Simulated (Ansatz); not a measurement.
Relaxation of CH$_{8}$B$_{2}$Si (12 atoms, charge 0, multiplicity 1), to a largest force component of 0.02 eV/Å in at most 50 steps.

Method: Ansatz, RKS B3LYP-D4/6-31G.

```xyz
12
Properties=species:S:1:pos:R:3
C -0.742 2.076 -0.041
B 0.102 0.835 -0.320
B -0.325 -0.617 0.353
Si 0.883 -2.169 0.031
H -0.809 2.334 1.017
H -0.365 3.006 -0.596
H -1.797 1.938 -0.408
H -0.930 -0.621 -0.648
H -1.241 -0.690 1.101
H 2.179 -1.921 0.533
H 0.238 -3.335 0.772
H 0.854 -2.452 -1.391
```

Q: Where does it end, and by what steps?

A: The run converged. The force dipped under the threshold on the way, but the program's further checks kept it going. Limits of this set-up: no polarisation functions. After 28 steps the energy has fallen by 2.486 eV; H8 moved furthest, 1.44 Å.

```csv
step,energy less start (eV),largest force component (eV/Å),accepted
0,0.0000,3.974,yes
1,-1.3882,2.034,yes
2,-1.9482,0.765,yes
3,-2.1725,0.519,yes
4,-2.2525,0.512,yes
5,-2.2828,0.179,yes
6,-2.3000,0.180,yes
7,-2.3330,0.248,yes
8,-2.3647,0.266,yes
9,-2.3834,0.442,yes
10,-2.4033,0.289,yes
11,-2.4234,0.232,yes
12,-2.4384,0.223,yes
13,-2.4524,0.265,yes
14,-2.4658,0.289,yes
15,-2.4723,0.281,yes
16,-2.4750,0.222,yes
17,-2.4791,0.170,yes
18,-2.4834,0.024,yes
19,-2.4843,0.014,yes
20,-2.4768,0.399,no
21,-2.4849,0.023,yes
22,-2.4847,0.116,no
23,-2.4833,0.115,no
24,-2.4852,0.009,yes
25,-2.4856,0.037,yes
26,-2.4856,0.082,yes
27,-2.4860,0.050,yes
28,-2.4863,0.020,yes
```

```xyz
12
Properties=species:S:1:pos:R:3
C -0.375 1.852 -0.211
B -0.928 0.468 0.127
B -1.281 -1.012 0.441
Si 0.765 -1.513 0.004
H 0.375 2.152 0.536
H 0.128 1.852 -1.188
H -1.159 2.618 -0.228
H -1.925 -1.622 -0.373
H -1.430 -1.318 1.596
H 1.798 -0.858 0.891
H 0.872 -2.996 0.222
H 1.207 -1.237 -1.414
```

The run took 75 s on 1 thread of Arm Neoverse V2 (shared host), peak memory 0.13 GiB.
